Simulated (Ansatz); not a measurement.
## Ansatz (development build ahead of 0.2.0) run

```yaml
crystal:
  periodic: [false, false, false]
  atoms:
    - { symbol: Ni, position_ang: [0.0, 0.0, 0.0] }
    - { symbol: C, position_ang: [0.0, 0.0, 2.0] }
basis:
  gaussian: { orbitals: pcseg-2 }
magnetization:
  spin_polarized: true
hamiltonian:
  xc: hf
```

The input is written out in the form of the current development build from the run's settings.

Results

```json
{
 "Converged": "yes",
 "Total energy": "-1544.58608 hartree",
 "Spin squared of the determinant": "2.812",
 "Stability test": "minimum"
}
```

Caution: the unrestricted determinant is a mixture of spin states.
